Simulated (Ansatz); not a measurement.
`C[Si]1(O)C=C1` → `[CH2]` (triplet) + `O[SiH]1C=C1` at 700 K and 1 bar (formal loss of a carbene).

Program: Ansatz. Geometries: PBE0-D4/def2-TZVP. ΔE: electronic, gas phase. CCSD(T)/CBS is the MP2 limit (def2-TZVPP, def2-QZVPP) plus CCSD(T) − MP2 in def2-TZVPP, frozen cores. This one scheme is used for every species. Triplets are unrestricted, without spin–orbit coupling. Each species was taken in one conformer, which may not be the lowest.

```csv
species,CCSD(T)/CBS energy (Eh),H − E (kJ/mol),S (J/(mol·K))
`C[Si]1(O)C=C1`,-482.02182,294.7,449.2
`[CH2]` (triplet),-39.09499,70.4,226.8
`O[SiH]1C=C1`,-442.74227,199.8,380.2
```

H − E and S are ideal-gas, rigid-rotor, harmonic terms from PBE0-D4/def2-TZVP, for one conformer and one mirror image of each species, with the whole ground term of open shells counted as degenerate. 1 Eh = 2625.50 kJ/mol, R = 8.31446 J/(mol·K).

Task: By hand: ΔE, ΔH, ΔS and ΔG.

Result: ΔE = (-39.09499) + (-442.74227) − (-482.02182) = 0.18456 Eh = 484.6 kJ/mol. Δ(H − E) = 70.4 + 199.8 − 294.7 = -24.5, so ΔH = 460.1 kJ/mol. ΔS = 226.8 + 380.2 − 449.2 = 157.8 J/(mol·K). ΔG = 460.1 − 700 × (157.8)/1000 = 349.6 kJ/mol.

Task: By hand: the equilibrium constant, and the temperature at which ΔG would vanish if ΔH and ΔS stayed fixed.

Result: log₁₀ K = −ΔG/(RT ln 10) = -26.1. ΔG = 0 at ΔH/ΔS = 2916 K, far beyond where these terms or the molecules hold.

The number of gas molecules changes by +1, which sets the sign of ΔS. A doubt of 5 kJ/mol in ΔE shifts log₁₀ K by 0.4 here. Other conformers and mirror images would add mixing entropy, several J/(mol·K) or more a flexible species. A triplet takes part, so the spin changes. These are equilibria of isolated gas molecules and say nothing of rates. Largest T1 diagnostic: 0.012 (customary marks: 0.02 for closed shells, 0.045 for open ones).
